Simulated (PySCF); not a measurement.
AlF2, SMILES [F][Al+][F], charge +1. Atoms are numbered in the order given.

```xyz
3

Al     0.0000     0.0000     0.0000
F      0.0000     0.0000    -1.5918
F      0.0000     0.0000     1.5918
```
Charge +1, spin multiplicity 1.

Geometry: B3LYP-D3(BJ)/def2-TZVP. The spin state was assumed, not searched. The isomer is the one that the SMILES or the coordinates give; other isomers of the formula were not compared.

Two levels are set side by side: PBE/pcSseg-2 (PySCF) and B3LYP/pcSseg-2 (PySCF). GIAO shifts against CFCl3 (¹⁹F) at the same level; non-relativistic, no solvent, atoms listed together averaged. Differences are taken from unrounded values.

| quantity | PBE |
|---|---|
| δ(¹⁹F) of F2, F3 (ppm) | -243.6 |

**Question.** These are the PBE values. What does B3LYP give? (The exact figures need the calculation; the answer reports its results.)

**Answer.** 
```tsv
quantity	B3LYP	PBE minus B3LYP
δ(¹⁹F) of F2, F3 (ppm)	-223.9	-19.7
```

Rough cost on one machine, each run with all the roots and properties that it gave: B3LYP against PBE within a factor of 2.
